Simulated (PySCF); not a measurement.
**How methods differ on the ionisation energy of Ga¹³⁺**

Ga¹³⁺ [Ar] → Ga¹⁴⁺ [Ne] 3s2 3p5 [3p1/2^2 3p3/2^3, M_J = 3/2], as a difference of total energies. Computed with PySCF 2.14 in an uncontracted even-tempered set (20 s from 1 bohr⁻², ratio 2.4; 14 p from 1.3 bohr⁻², ratio 2.4; 5 d from 7.8 bohr⁻², ratio 2.6; 4 f from 12 bohr⁻², ratio 2.6), with the two-component X2C-1e Hamiltonian. Correlated levels: 1s2 frozen; the 58 highest virtual spinors dropped. "Screened" scales the spin-orbit matrix elements by Boettger's factors to mimic the two-electron term; Breit and QED terms are absent.

```csv
method,ionisation energy (eV)
GHF (spin-free),471.81
GMP2 (spin-free),472.57
GHF (screened spin-orbit),470.09
GMP2 (screened spin-orbit),470.85
```

Task: How much does correlation contribute at GMP2 (screened spin-orbit)?

Result: 470.85 − (470.09) = 0.76 eV, measured against GHF (screened spin-orbit).

Breit and QED terms and the two-electron picture change are absent.

The spin-free rows lack the spin-orbit shift.

For comparison: 471.2 ± 1.4 eV (semi-empirical (NIST evaluation); NIST Atomic Spectra Database, ionization energies).
